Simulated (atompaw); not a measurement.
# u(r) = r·R(r): atom against pseudo-atom (Ge)

Columns: radius, all-electron u(r) and pseudo u(r) of the 4p shell (level -7.38 eV) of germanium in the configuration [Ne] 3s2 3p6 3d10 4s2 4p1.5; PBE, scalar-relativistic, PAW (atompaw) scheme, atompaw 4.2.0.5.

```tsv
r (bohr)	all-electron	pseudo
0.050	0.0934	-0.0008
0.100	0.1575	-0.0031
0.150	0.1302	-0.0066
0.200	0.0482	-0.0111
0.250	-0.0493	-0.0160
0.300	-0.1372	-0.0207
0.350	-0.2038	-0.0247
0.400	-0.2455	-0.0272
0.450	-0.2634	-0.0275
0.500	-0.2607	-0.0252
0.550	-0.2416	-0.0195
0.600	-0.2101	-0.0101
0.650	-0.1696	0.0033
0.700	-0.1230	0.0208
0.750	-0.0728	0.0426
0.800	-0.0207	0.0683
0.850	0.0319	0.0977
0.900	0.0839	0.1302
0.950	0.1346	0.1654
1.000	0.1834	0.2024
1.050	0.2299	0.2406
1.100	0.2739	0.2791
1.150	0.3151	0.3173
1.200	0.3536	0.3542
1.250	0.3894	0.3895
1.300	0.4224	0.4224
```

Question: How many radial nodes do the two functions have?

Answer: The all-electron 4p function has n − l − 1 = 2; the pseudo-wave has 1, since 1 lower shell of the same l stays in the valence.

Question: Is the pseudo-wave norm-conserving?

Answer: No, it belongs to a PAW set: the norm inside the radius is not constrained, and the difference is carried by the augmentation charge.
